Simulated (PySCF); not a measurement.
Excited states of Sn(4+) (tin, charge +4)

Ground state [Kr] 4d10, ¹S. Computed with PySCF 2.14 in x2c-TZVPall with one added diffuse shell each of s, p, d, f type (9s7p5d3f, 76 functions), with the spin-free X2C one-electron Hamiltonian (Gaussian nucleus). Vertical excitation energies in eV without spin-orbit coupling; excited terms of each kind are numbered among those the solver found. Frozen: [Kr].

```
 term  leading excitation  EOM-EE-CCSD
 1 3D              4d → s       23.269
 1 1D              4d → s       23.928
1 3P°              4d → p       32.940
1 3F°              4d → p       33.442
1 1F°              4d → p       33.811
1 1D°              4d → p       34.348
1 3D°              4d → p       34.379
1 1P°              4d → p       34.399
 1 3G              4d → d       47.590
 1 1G              4d → d       47.735
 2 3D              4d → d       47.838
```

The spin-orbit splitting of the hole, absent here, rivals or exceeds the spacing of these terms, so the LS terms are model states.

The solver can miss terms.
